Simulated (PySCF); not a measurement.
# Stationary points of H₃SbO

Computed with PBE0/[Sb def2-TZVP with ECP28, O def2-TZVP, H def2-TZVP], scalar-relativistic core potentials, density fitting, no spin–orbit coupling, PySCF.

Relaxations began from a few typed shapes. The search is not exhaustive: other isomers or separated fragments can lie lower, and high-lying points may rest on an excited occupation.

Task: Order these stationary points by electronic energy, lowest first, in kJ/mol from the lowest minimum.
A. singlet C2v: Sb–H 1.740 Å (×2), Sb–H 1.768 Å, Sb–O 1.829 Å; H–Sb–H 89.2° (×2), H–Sb–H 178.4°, H–Sb–O 90.8° (×2), H–Sb–O 180.0°
B. singlet C3v: Sb–H 1.697 Å (×3), Sb–O 1.810 Å; H–Sb–H 102.3° (×3), H–Sb–O 115.9° (×3)

Result: B (0.0), A (255.1).

Task: Which of them are minima?

Result: By energy in kJ/mol, 0.0: minimum; 255.1: saddle point, 1 imaginary mode.

Counting electrons, antimony keeps none of its valence electrons outside its bonds, so the VSEPR class is AX4 and the expected shape is tetrahedral; with unlike ligands the computed point group is C3v.
